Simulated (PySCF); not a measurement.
Compound: C3H8AlBr.
SMILES with atom numbers: `[CH3:1][CH:2]([CH3:3])[AlH:4][Br:5]` (hydrogens: H6, H7, H8 on C1; H9 on C2; H10, H11, H12 on C3; H13 on Al4)

Method: core-valence-separated Tamm–Dancoff BHandHLYP/aug-pcX-1 (pcseg-1 on H, def2-SVPD on Br, def2-SVPD on Al) in PySCF, non-relativistic, gas phase, PBE0-D3(BJ)/def2-SVP geometry. No empirical shift is added; at this level the pattern usually sits a few eV under experiment.

What does the C 1s absorption edge look like?

```json
{"E (eV)": "284.12", "f": "0.0001", "core hole on": "C2", "main final orbital": "LUMO (96 %)"}
{"E (eV)": "284.69", "f": "0.0070", "core hole on": "C1 + C3", "main final orbital": "LUMO (2 roots, f summed)"}
{"E (eV)": "284.79", "f": "0.0200", "core hole on": "C2", "main final orbital": "LUMO+1 (48 %)"}
{"E (eV)": "285.44", "f": "0.0259", "core hole on": "C2", "main final orbital": "LUMO+2 (66 %)"}
{"E (eV)": "285.48", "f": "0.0250", "core hole on": "C1/C3", "main final orbital": "LUMO+1 (2 roots, f summed)"}
{"E (eV)": "286.06", "f": "0.0421", "core hole on": "C1/C3", "main final orbital": "LUMO+3 (2 roots, f summed)"}
{"E (eV)": "286.13", "f": "0.0004", "core hole on": "C2", "main final orbital": "LUMO+3 (40 %)"}
{"E (eV)": "286.26", "f": "0.0430", "core hole on": "C1/C3", "main final orbital": "LUMO+2 (2 roots, f summed)"}
{"E (eV)": "286.54", "f": "0.0131", "core hole on": "C1/C3", "main final orbital": "LUMO+4 (2 roots, f summed)"}
{"E (eV)": "286.70", "f": "0.0076", "core hole on": "C2", "main final orbital": "LUMO+4 (88 %)"}
```

The first line with a tenth or more of the strongest one's intensity is at 284.69 eV (f = 0.007, sum of 2), with the hole on C1 + C3 (methyl carbon). The strongest listed is at 286.26 eV (f = 0.043, sum of 2; C1/C3).

Roots within 0.03 eV whose holes lie on the same, on equivalent or on shared atoms are summed into one line, and the highest roots are left out, as the search may have cut off their partners. Final orbitals are the ground state's empty Kohn–Sham orbitals.

What are the wavelength and the wavenumber of the 285.44 eV line?

λ = 12398.42 eV Å/285.44 eV = 43.436 Å; 2.3022 × 10⁶ cm⁻¹.

Only the lowest roots of each edge were sought. The BHandHLYP/aug-pcX-1 (pcseg-1 on H, def2-SVPD on Br, def2-SVPD on Al) calculation is non-relativistic and has no spin–orbit coupling, an omission that weighs most on bromine.

Conformer computed: `[CH3:1][CH:2]([CH3:3])[AlH:4][Br:5]`: C1–C2–Al4–Br5 65°.

One conformer stands for the species.
